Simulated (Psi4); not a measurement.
Pair of molecules: HCl (SMILES Cl) (first 2 atoms) with GeH4 (SMILES [GeH4]); geometry from B3LYP-D3(BJ)/def2-TZVP, rigid monomers moved along the line of their centres of mass till H2···H5 is 2.32 Å.
(charge 0, multiplicity 1):
```xyz
7

Cl    -0.840     0.825    -0.481
H     -1.077     0.210     0.622
Ge     0.292    -0.146     3.664
H      0.265     1.378     3.836
H     -0.914    -0.570     2.801
H      0.177    -0.838     5.029
H      1.582    -0.577     2.955
```

Calculation: SAPT0/aug-cc-pVDZ in Psi4 1.11.

Problem. Which attractive term is largest, and how does the interaction split up?

Solution. electrostatics -2.2, exchange 5.0, induction -2.1, dispersion -4.4, total -3.7 kJ/mol; the largest attraction is dispersion.
